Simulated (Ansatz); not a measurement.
Gas-phase electronic energies from Ansatz, PBE0-D4/def2-TZVP geometries. CCSD(T)/CBS adds triple-zeta CCSD(T) − MP2 to the extrapolated MP2 energy (def2 sets, frozen cores). This one scheme is used for every species. Double bonds are as drawn, so ΔE can hold a change between cis and trans. Functionals use def2-TZVPP. One conformer a species, not always the lowest.

Reaction (substitution at a C–O bond): `OC/C=C/[SiH3]` + H–F → `FC/C=C/[SiH3]` + H₂O

| level | ΔE (kcal/mol) | difference from CCSD(T)/CBS |
| --- | --- | --- |
| revPBE-D4 | -0.6 | -0.1 |
| r2SCANh-D4 | -2.0 | -1.5 |
| BHLYP-D4 | -2.0 | -1.5 |
| CAM-B3LYP-D4 | -2.2 | -1.7 |
| PBE | -1.6 | -1.1 |
| revPBE | -1.8 | -1.3 |
| LC-ωPBE | -1.9 | -1.4 |
| HF/def2-TZVPP | -2.9 | -2.4 |
| MP2/def2-QZVPP | 0.4 | 0.9 |
| SCS-MP2/def2-QZVPP | -0.3 | 0.2 |
| CCSD(T)/CBS | -0.5 | 0 |

Q: What do rigid-rotor, harmonic-oscillator terms from PBE0-D4/def2-TZVP frequencies (298.15 K, 1 bar) make of the CCSD(T)/CBS value? (Estimate.)

A: The calculation gave: ΔZPE = -0.2 kcal/mol, ΔH = -0.6 kcal/mol, ΔS = 6 J/(mol·K), ΔG = -1.1 kcal/mol.

Largest T1 diagnostic among the species: 0.011.

In def2-TZVPP, CCSD(T) changes the Hartree–Fock value by +2.4 kcal/mol (the triples alone add +0.3 kcal/mol) and MP2 by +3.3 kcal/mol. Leaving LDA and LC-ωPBE aside and taking each functional with its dispersion term where it has one, the values, not all of them listed here, spread over 2.1 kcal/mol, from B97M-V to PBE-QIDH.

CCSD(T)/CBS has its own doubt, a few kJ/mol and more with outer-core shells, so smaller differences from it don't rank the levels.
